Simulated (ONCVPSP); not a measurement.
**Varying the ONCV potential for Ti (Z = 22)**

Base potential:

- Element: titanium
- Generator: ONCVPSP 4.0.1
- Type: optimised norm-conserving Vanderbilt (ONCV)
- Functional: Wu-Cohen
- Relativity: scalar-relativistic
- Frozen core: [Ne]
- Valence charge: 12
- Reference configuration: 3s2 3p6 3d2 4s2
- Partial waves: 3s+4s: rc 1.95 bohr, ncon 4, nbas 8, qcut 5.7 1/bohr, 2 projectors; 3p: rc 1.60 bohr, ncon 4, nbas 8, qcut 8.3 1/bohr, 3 projectors, debl 0.6 Ha; 3d: rc 2.20 bohr, ncon 3, nbas 8, qcut 7 1/bohr, 2 projectors, debl 3.7 Ha
- Local potential: polynomial inside 1.50 bohr (lpopt 5, dvloc0 2 Ha)
- Core correction: none

In the p channel the program set the typed energies aside and used -1.426, 0.250, 0.850 Ha.

Cutoffs, loose and tight: the cutoffs (Ha) at which the residual kinetic energy of the hardest occupied pseudo-wave falls to 1 and 0.1 mHa per electron. They do not see the model core or the augmentation charge, which bear on the density cutoff. Test errors are all-electron minus pseudo excitation energies from the reference, over the configurations 3s2 3p6 3d2 4s1; 3s2 3p6 3d2 4s0; 3s2 3p6 3d1 4s0; 3s2 3p6 3d2.5 4s1.5. A dash means not determined; rows that change the core or the reference have their own tests.

1 further variants are left out, since the program set their typed debl aside.

| change | outcome | cutoff, loose | cutoff, tight | bound ghosts | GHOST(+) flags above zero | largest test error (meV) |
| --- | --- | --- | --- | --- | --- | --- |
| base | generated, projector energies reset by the program | 21 Ha | 25 Ha | none | none | +152 |
| s: ncon 5, nbas 9 | generated, projector energies reset by the program | 21 Ha | 25 Ha | none | none | +152 |
| local potential polynomial inside 1.20 bohr (lpopt 2, dvloc0 6 Ha) | generated, projector energies reset by the program | 21 Ha | 25 Ha | none | none | +152 |
| functional PBE | generated, projector energies reset by the program | 21 Ha | 25 Ha | none | none | +158 |

What comes out with this change to the base: s: qcut 4.7; p: qcut 6.9; d: qcut 5.8?

outcome: generated, projector energies reset by the program; cutoff, loose: 19 Ha; cutoff, tight: 22 Ha; bound ghosts: none; GHOST(+) flags above zero: none; largest test error (meV): +214.

What comes out with this change to the base: d: qcut 10?

outcome: generated, projector energies reset by the program; cutoff, loose: 27 Ha; cutoff, tight: 32 Ha; bound ghosts: none; GHOST(+) flags above zero: none; largest test error (meV): +73.
